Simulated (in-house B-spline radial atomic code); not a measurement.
Values are calculated unless marked as measured or tabulated.
Stopping and range of 30 keV Se in Si

The pair potential comes from two frozen, spherical free-atom densities (PBE, B-spline radial code, scalar-relativistic past argon): electrostatics plus the change in Thomas-Fermi kinetic and Dirac exchange energy where they overlap, the recipe behind the universal ZBL potential, which averages such potentials (from solid-state densities) over many pairs. It is written V = (Z1 Z2 e²/r) φ(r/a), with e² = 14.3996 eV·Å and a = 0.46850 Å/(Z1^0.23 + Z2^0.23); ZBL's fit is φ = 0.18175 e^(−3.1998x) + 0.50986 e^(−0.94229x) + 0.28022 e^(−0.4029x) + 0.02817 e^(−0.20162x). Where φ falls below 4e-4 it is continued as an exponential.

The target is taken as amorphous, with density 2.329 g/cm³ (NSM archive of the Ioffe Institute); channelling is ignored. Masses: Se 78.97, Si 28.09 u. Nuclear stopping is S_n = 4π a Z1 Z2 e² M1/(M1 + M2) × s_n(ε), with s_n integrated over impact parameters for each pair. Electronic stopping is Lindhard and Scharff's S_e = Z1^(1/6) 8π e² a0 Z1 Z2/(Z1^(2/3) + Z2^(2/3))^(3/2) × v/v0, with a0 = 0.529177 Å and v = v0 at 24.801 keV/u; it misses the oscillations with Z1 seen in experiment, which reach tens of per cent. Compounds add by atom fraction.

| target atom | a (Å) | ε at this energy | s_n, this pair | s_n, ZBL potential |
| --- | --- | --- | --- | --- |
| Si | 0.11468 | 0.1317 | 0.3452 | 0.3307 |

What are the atom density and the stopping powers at entry?

N = 2.329 × 0.602214/28.09 = 0.04993 atoms/Å³. For Si: S_n = 7286 × 0.3452 = 2516 eV·Å², S_e = 1.7809 × √30000 = 308.5 eV·Å². Averaged over the target's atoms and times N × 10 Å/nm, the ion loses N S_n = 1260 eV/nm to recoils and N S_e = 154 eV/nm to electrons; the nuclear share is 89 %.

Along the track:

```json
{"E (keV)": "1.5", "N S_n (eV/nm)": "507", "N S_e (eV/nm)": "34.4"}
{"E (keV)": "4.5", "N S_n (eV/nm)": "777", "N S_e (eV/nm)": "59.7"}
{"E (keV)": "9", "N S_n (eV/nm)": "971", "N S_e (eV/nm)": "84.4"}
{"E (keV)": "15", "N S_n (eV/nm)": "1110", "N S_e (eV/nm)": "109"}
{"E (keV)": "22.5", "N S_n (eV/nm)": "1200", "N S_e (eV/nm)": "133"}
{"E (keV)": "30", "N S_n (eV/nm)": "1260", "N S_e (eV/nm)": "154"}
```

Estimate the path length and the projected range.

With continuous slowing down the path is the integral of dE/(N (S_n + S_e)). Trapezoids over the table give 26.1 nm, and the stretch below the first row, with stopping taken as √E, adds 2E/(N S) = 5.5 nm: 31.6 nm in all, against 30.8 nm on a fine grid from 5 eV. Deflections shorten the depth: to first order in the energy passed on, N (S_n + S_e) dR_p/dE = 1 − N S_n (M2/M1) R_p/(2E), summed over the target's atoms, and integrating this on the fine grid gives R_p = 24.4 nm, 0.79 of the path. Lindhard's rule of thumb R/(1 + M2/3M1), with mean M2/M1 = 0.36, gives 27.6 nm. On the ZBL potential the same equation gives 25.1 nm, and the full integral equation, which keeps hard collisions, 25.8 nm.
